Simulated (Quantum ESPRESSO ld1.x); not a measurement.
Values are calculated unless marked as measured or tabulated.
These are the eigenvalues of the occupied orbitals of an atom or ion with whole-number occupations (eV). Level of theory: scalar-relativistic Kohn-Sham, BLYP, spin-unpolarised, spherical densities, point nucleus (ld1.x of Quantum ESPRESSO 7.5).

orbital  eigenvalue
1s         -48397.1
2s         -7965.08
2p         -7098.66
3s         -1770.71
3p         -1501.16
3d         -1140.71
4s         -368.467
4p         -279.452
4d         -155.399
5s         -57.9900
5p         -35.5949
4f         -21.0728
5d          -9.6486
6s          -9.6353

Which element is it, and in what charge state? The configuration may be excited.

Answer. Z = 63, europium, charge +1: Eu+ in [Xe] 4f5 5d2 6s1. The list shows which subshells hold electrons but not how many an open one holds; the 1s level, -1778.6 hartree, gives Z - s = 59.6 by -(Z - s)^2/2, which with screening and relativity narrows Z to a few neighbours, and the depths of the outer levels then fix element, charge and occupations together.
